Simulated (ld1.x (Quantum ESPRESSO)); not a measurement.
## Varying the ultrasoft potential for Zr (Z = 40)

Base potential:

ld1.x (Quantum ESPRESSO) 7.5 input, shortened:

```
&input
   title='Zr', zed=40., rel=2, dft='PBE', iswitch=3,
   config='[Kr] 4d2 5s2 5p0', rel_dist='average'
 /
 &inputp
   pseudotype=3, tm=.true., lloc=-1, rcloc=1.70,
   nlcc=.false.,
   which_augfun='PSQ', rmatch_augfun=1.85
 /
6
4S  1  0   2.00   0.00  1.65  2.25  0.0
5S  2  0   2.00   0.00  1.65  2.25  0.0
4P  2  1   6.00   0.00  1.95  2.10  0.0
5P  3  1   0.00   0.00  1.95  2.10  0.0
4D  3  2   2.00   0.00  2.40  2.75  0.0
4D  3  2   0.00   0.50  2.40  2.75  0.0
 &test
   configts(1)='4s2 4p6 4d2 5s2 5p0'
 /
```

Open shells are filled in proportion to 2j + 1 (rel_dist='average').

Cutoffs, loose and tight: the cutoffs (Ry, on a coarse ladder) from which the occupation-weighted sum of valence levels, in a spherical-Bessel basis at the reference potential, stays within 10 and 1 mRy of its value at 400 Ry. They do not see the model core or the augmentation charge, which bear on the density cutoff. Test errors are all-electron minus pseudo excitation energies from the reference, over the configurations 4s2 4p6 4d2 5s1 5p0; 4s2 4p6 4d2 5s0 5p0; 4s2 4p6 4d1 5s0 5p0; 4s2 4p6 4d1 5s2 5p0; 4s2 4p6 4d2 5s1.5 5p0; 4s2 4p6 4d2 5s1 5p1; 4s2 4p6 4d2 5s0 5p1. A dash means not determined; rows that change the core or the reference have their own tests. The largest error is taken over the tests solved by every variant that gives reliable tests at all: 4s2 4p6 4d1 5s0 5p0; 4s2 4p6 4d1 5s2 5p0; 4s2 4p6 4d2 5s0 5p0; 4s2 4p6 4d2 5s1 5p0; 4s2 4p6 4d2 5s1.5 5p0.

A true bound ghost makes a file unfit for plane-wave use even where its test errors are small: the radial tests pick states by their node count and pass the ghost by.

Cutoffs are not given where the Bessel-basis levels miss the radial ones by over 6 mRy, ghosts where they miss by over 20 mRy; a channel whose overlap is not positive is not tested.

A file whose overlap is not positive is unfit for use, and its test errors describe a broken file.

```csv
change,outcome,bound ghosts,largest test error (meV)
base,"generated, overlap not positive","d5/2, d3/2 (p1/2, p3/2 not tested, overlap not positive)",-18
"waves 4p (bound): rcut 1.56, rcutus 1.66 bohr; 5p (bound): rcut 1.56, rcutus 1.66 bohr",failed: chargeps: negative rho,–,–
"type PAW; local potential all-electron potential smoothed inside 2.15 bohr (lloc = -1); core correction a·sin(br)/r model core, default radius (ld1.x builds one for every PAW set, though the input has nlcc=.false.); augmentation BG, radius 1.30 bohr",failed: new_paw_hamiltonian: negative rho,–,–
"wave 4d channel at 0.5 Ry: rcut 2.40, rcutus 2.75 bohr becomes 4d channel at -0.05 Ry: rcut 2.40, rcutus 2.75 bohr","generated, overlap not positive",not determined (overlap not positive),+9.9
core correction a·sin(br)/r model core inside 1.66 bohr,"generated, overlap not positive","d5/2, d3/2 (p1/2, p3/2 not tested, overlap not positive)",-19
"augmentation built from norm-conserving waves at rcut, not smoothed further","generated, overlap not positive",not determined (overlap not positive),+2325
local potential all-electron potential smoothed inside 1.60 bohr (lloc = -1),"generated, overlap not positive","d5/2, d3/2 (p1/2, p3/2 not tested, overlap not positive)",-20
"waves 4d (bound): rcut 2.40, rcutus 3.90 bohr; 4d channel at 0.5 Ry: rcut 2.40, rcutus 3.90 bohr","generated, overlap not positive",not determined (overlap not positive),-8.3
```
